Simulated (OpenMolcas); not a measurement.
# Fe2+ in CsCaF3: curves along the breathing mode

Fe2+ with its 6 nearest fluoride ions, on the Ca site of CsCaF3 (a = 4.526 Å, distance in the model lattice 2.263 Å). The rest of the host is ab initio model potentials to 7.6 Å, with orthogonalisation functions on the cations behind the ligands, and point charges beyond; the distance is set by hand and nothing relaxes. Ligand basis ANO-RCC-VDZP.

```
Program             : OpenMolcas
Method              : SS-CASPT2, IPEA 0.25 Eh, imaginary shift 0.1 Eh (closed shells correlated: 3s 3p and the ligand valence shells)
Basis               : ANO-RCC-VDZP [5s4p2d1f]
Scalar Hamiltonian  : DKH2, point nucleus
Active space        : 6 electrons in 5 orbitals (3d)
State averaging     : 2S+1 = 5 even, 5 roots; 2S+1 = 3 even, 45 roots; 2S+1 = 1 even, 50 roots
Spin-orbit coupling : state interaction with AMFI integrals over the reference wave functions
```

Spin-free energies (labels of O, the rotations of Oh) in cm-1 above the lowest fitted minimum, as all ligands move together:

```
R (Å)    5T2     5E    3T1    3T2  3T1(2)    1A1  3T2(2)
2.009   1960  12980  15320  18200   22990  17600   24340
2.056    210  10060  14660  17210   21330  18020   22670
2.103    180   8930  15500  17760   21290  19790   22760
2.151   1630   9450  17770  19740   22780  22880   24310
2.198   4580  11500  21300  23030   25670  27120   27250
2.245   8870  15050  26120  27630   29930  32560   31570
2.292  14560  20100  32280  33600   35620  39260   37290
```

Cubic fits give the following; the wavenumber is harmonic, with the mass of all moving ligands, small differences in it between states hang on the degree of the fit, a number in brackets counts states of one label, and the table is a selection of at most 14 states with clean curves.

| State | R0 (Å) | Breathing mode (cm-1) | Minimum (cm-1) |
| --- | --- | --- | --- |
| 5T2 | 2.082 | 457 | 0 |
| 5E | 2.113 | 466 | 8890 |
| 3T1 | 2.053 | 436 | 14690 |
| 3T2 | 2.063 | 439 | 17230 |
| 3T1(2) | 2.082 | 451 | 21130 |
| 1A1 | 2.016 | 417 | 17580 |
| 3T2(2) | 2.080 | 454 | 22540 |
| 3T1(3) | 2.089 | 449 | 23210 |
| 3E | 2.086 | 450 | 23770 |
| 1T1 | 2.050 | 436 | 23970 |
| 3A2 | 2.100 | 459 | 27030 |
| 3T2(3) | 2.094 | 448 | 27070 |
| 3T1(4) | 2.110 | 462 | 29710 |
| 1T2 | 2.071 | 443 | 28840 |

The minimum of 5E is shifted by +0.0303 Å against 5T2 (from the unrounded fits). With M = 114.0 u for the moving shell, the Huang-Rhys factor in this mode is S = M ω ΔR² / 2ħ = 0.01483 × 114.0 × 457 × 0.0303² = 0.71. Only the first shell moves, against a rigid host.

Roots that are degenerate in the reference are averaged as groups; the widest CASPT2 spread within a group is 210 cm-1 (the 3-fold group of multiplicity 1 near 39000 cm-1 above the lowest state of its run, R = 2.056). Shifts and gaps below about the spread of the groups concerned are not significant. Over all roots computed the reference weight is 0.72 to 0.74 in R = 2.009, 0.72 to 0.74 in R = 2.056, 0.72 to 0.74 in R = 2.103, 0.72 to 0.74 in R = 2.151, 0.72 to 0.74 in R = 2.198, 0.72 to 0.74 in R = 2.245, 0.72 to 0.74 in R = 2.292; a low but even weight reflects the number of correlated electrons. An orbital triplet at a regular site is open to Jahn-Teller coupling, which can distort the site and quench the lowest spin-orbit gaps and is left out. A single d shell leaves out the double-shell effect, which counts most for late 3d ions, where the CASPT2 field can be off either way by tens of per cent. Ligand-to-metal charge-transfer states are missing. These CASPT2 states fit no ligand-field parameters well, so their order and spin gaps are uncertain. For late 3d ions with one d shell CASPT2 can put B and the spin-flip bands somewhat low as well as high. With one d shell and no ligand orbital active, 10Dq can be off by tens of per cent for divalent 3d ions, low with halides held by bare charges and at times high in hosts. Free-ion shares, where given, are those of the reference states; single-state CASPT2 does not remix them. No measured value stands beside these numbers.
